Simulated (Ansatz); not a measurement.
`CO[SiH](N)Br` and `N[SiH](F)Br` differ in one atom or group.

Ansatz, PBE0-D4/def2-TZVP geometries, multiplicity 1. Each molecule was computed in one conformer, which needn't be the lowest.

Scalar relativity is left out up to krypton.

```
                                      property  `CO[SiH](N)Br`
           HOMO–LUMO gap (PBE/def2-TZVPP) / eV            6.42
             HOMO energy (PBE/def2-TZVPP) / eV           -6.50
size of the dipole moment (PBE/def2-TZVPP) / D            1.81
           LUMO energy (B3LYP/def2-TZVPP) / eV            0.46
         LUMO energy (ωB97M-V/def2-TZVPP) / eV            2.24
         HOMO–LUMO gap (B3LYP/def2-TZVPP) / eV            8.12
```

Problem. Give the same properties after the change, and the shifts. (Best estimate.)

Solution. Computed: 
| property | `N[SiH](F)Br` | shift |
| --- | --- | --- |
| HOMO–LUMO gap (PBE/def2-TZVPP) / eV | 6.47 | 0.05 |
| HOMO energy (PBE/def2-TZVPP) / eV | -6.78 | -0.28 |
| size of the dipole moment (PBE/def2-TZVPP) / D | 2.47 | 0.66 |
| LUMO energy (B3LYP/def2-TZVPP) / eV | 0.27 | -0.19 |
| LUMO energy (ωB97M-V/def2-TZVPP) / eV | 2.06 | -0.18 |
| HOMO–LUMO gap (B3LYP/def2-TZVPP) / eV | 8.23 | 0.11 |

With PBE0 the HOMO falls by 0.30 eV and the LUMO falls by 0.19 eV, so the gap widens by about 0.11 eV. PBE moves the HOMO by -0.28 eV and ωB97M-V by -0.29 eV. Dipoles are sizes alone; their direction can turn.

B3LYP here is the variant with VWN-RPA as its local correlation; programs differ in this.

Spin–orbit coupling is left out; it splits and shifts lone-pair levels of the heavy atoms by tenths of an eV.
